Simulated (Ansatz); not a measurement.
The geometry has D3h symmetry (within 0.05 Å) and had no frequency check at the DFT level, so a distortion to lower symmetry isn't ruled out.

Species: aluminium nitride flake of 1 rings (benzene shape) `[NH]1[AlH][NH][AlH][NH][AlH]1` (charge 0, multiplicity 1).

The numbers are results of B3LYP-D3(BJ)/def2-SVP (Ansatz, a first-principles code), not measurements. No frequencies were computed at this level.

Ansatz 0.2 input:
```yaml
crystal:
  periodic: [false, false, false]
  atoms:
    - { symbol: N, position_ang: [-1.543648, -0.892292, -0.001754] }
    - { symbol: Al, position_ang: [-1.588436, 0.916223, -0.002359] }
    - { symbol: N, position_ang: [-0.000916, 1.783921, 0.002376] }
    - { symbol: Al, position_ang: [1.587372, 0.91776, 0.001851] }
    - { symbol: N, position_ang: [1.54476, -0.890876, 0.000308] }
    - { symbol: Al, position_ang: [0.000995, -1.834089, -0.000918] }
    - { symbol: H, position_ang: [-2.426025, -1.402388, -0.002848] }
    - { symbol: H, position_ang: [-2.909925, 1.677363, -0.004832] }
    - { symbol: H, position_ang: [-0.001492, 2.803088, 0.004147] }
    - { symbol: H, position_ang: [2.908026, 1.680489, 0.002853] }
    - { symbol: H, position_ang: [2.42768, -1.40007, -0.000032] }
    - { symbol: H, position_ang: [0.001509, -3.35903, 0.001208] }
basis:
  gaussian: { orbitals: def2-svp }
hamiltonian:
  xc: b3lyp
  dispersion: d3bj
relax:
  max_steps: 150
  f_tol: 0.02
scf:
  lower_state_search: light
```

Output:

```
Functional definition: B3LYP
1305 factors; integrals over basis functions are off by at most 4.9e-4 eV
mean field evaluation 1: about -24332.6107 eV, gradient 1.1e2 eV
mean field evaluation 2: about -24256.4751 eV, gradient 1.9e2 eV
mean field evaluation 4: about -24356.1691 eV, gradient 4.1e0 eV
mean field evaluation 8: about -24356.2352 eV, gradient 2.1e-2 eV
mean field -24356.23517652 eV, -895.0751334880 hartree, gradient 1.6e-5 eV, S^2 0.000000; 0 other end points of the search recorded, 0 dependent functions left out
reference -24356.23549674 eV, -895.0751452558 hartree; 33, 33 occupied and 93, 93 virtual orbitals, 1305 factors
relax step   1: F+E_penalty+E_count = -24356.82197827 eV  Δ(F+E_penalty+E_count) = +0.000e0 eV  max|allowed force component| = 8.618e-1 eV/Å  Δτ_max = 0.0000 Å  (24 SCF iters, accepted)
these checks for a lower state are left out or cut short: starts, cluster_reference, orbital_swaps, neighbouring_geometries, increment
1305 factors; integrals over basis functions are off by at most 5.6e-4 eV
mean field evaluation 16: about -24356.3114 eV, gradient 3.5e0 eV
mean field -24356.33731434 eV, -895.0788869835 hartree, gradient 8.4e-5 eV, S^2 0.000000; 0 other end points of the search recorded, 0 dependent functions left out
reference -24356.33763630 eV, -895.0788988154 hartree; 33, 33 occupied and 93, 93 virtual orbitals, 1305 factors
relax step   2: F+E_penalty+E_count = -24356.92376460 eV  Δ(F+E_penalty+E_count) = -1.018e-1 eV  max|allowed force component| = 2.860e-1 eV/Å  Δτ_max = 0.0542 Å  (24 SCF iters, accepted)
these checks for a lower state are left out or cut short: starts, cluster_reference, orbital_swaps, neighbouring_geometries, increment
1305 factors; integrals over basis functions are off by at most 5.8e-4 eV
mean field -24356.34388496 eV, -895.0791284496 hartree, gradient 8.4e-5 eV, S^2 0.000000; 0 other end points of the search recorded, 0 dependent functions left out
reference -24356.34420709 eV, -895.0791402875 hartree; 33, 33 occupied and 93, 93 virtual orbitals, 1305 factors
relax step   3: F+E_penalty+E_count = -24356.93108118 eV  Δ(F+E_penalty+E_count) = -7.317e-3 eV  max|allowed force component| = 2.916e-2 eV/Å  Δτ_max = 0.0125 Å  (25 SCF iters, accepted)
these checks for a lower state are left out or cut short: starts, cluster_reference, orbital_swaps, neighbouring_geometries, increment
1305 factors; integrals over basis functions are off by at most 5.8e-4 eV
mean field -24356.34378441 eV, -895.0791247544 hartree, gradient 1.6e-5 eV, S^2 0.000000; 0 other end points of the search recorded, 0 dependent functions left out
reference -24356.34410649 eV, -895.0791365906 hartree; 33, 33 occupied and 93, 93 virtual orbitals, 1305 factors
relax step   4: F+E_penalty+E_count = -24356.93117599 eV  Δ(F+E_penalty+E_count) = -9.481e-5 eV  max|allowed force component| = 7.393e-4 eV/Å  Δτ_max = 0.0025 Å  (21 SCF iters, accepted)
1305 factors; integrals over basis functions are off by at most 5.8e-4 eV
mean field evaluation 32: about -24356.3302 eV, gradient 8.4e-2 eV
mean field -24356.34378441 eV, -895.0791247544 hartree, gradient 1.6e-5 eV, S^2 0.000000; 1 other end points of the search recorded, 0 dependent functions left out
reference -24356.34410649 eV, -895.0791365906 hartree; 33, 33 occupied and 93, 93 virtual orbitals, 1305 factors
Total energy: -24356.93149807 eV, -895.1007228330 hartree
Atom 0 at    -1.512563    -0.874302    -0.001646 Å, force     0.000404     0.000274    -0.000216 eV/Å
Atom 1 at    -1.596976     0.920929    -0.001383 Å, force     0.000495    -0.000342     0.000234 eV/Å
Atom 2 at    -0.000905     1.747084     0.000906 Å, force     0.000009    -0.000500    -0.000220 eV/Å
Atom 3 at     1.596015     0.922565     0.002050 Å, force    -0.000540    -0.000341    -0.000052 eV/Å
Atom 4 at     1.513444    -0.872753     0.001008 Å, force    -0.000370     0.000334    -0.000059 eV/Å
Atom 5 at     0.000938    -1.843477    -0.000634 Å, force    -0.000004     0.000584     0.000161 eV/Å
Atom 6 at    -2.394997    -1.384369    -0.002668 Å, force     0.000150     0.000070    -0.000037 eV/Å
Atom 7 at    -2.966566     1.710714    -0.003058 Å, force     0.000644    -0.000338     0.000098 eV/Å
Atom 8 at    -0.001433     2.766329     0.001321 Å, force     0.000019    -0.000186    -0.000003 eV/Å
Atom 9 at     2.964793     1.713758     0.003775 Å, force    -0.000639    -0.000350     0.000009 eV/Å
Atom 10 at     2.396407    -1.381908     0.001404 Å, force    -0.000175     0.000056     0.000161 eV/Å
Atom 11 at     0.001742    -3.424471    -0.001075 Å, force     0.000005     0.000739    -0.000079 eV/Å
Dipole moment:     0.000004    -0.000000    -0.000049 e Å
```

Cost: about 50 core-seconds (a rough figure).
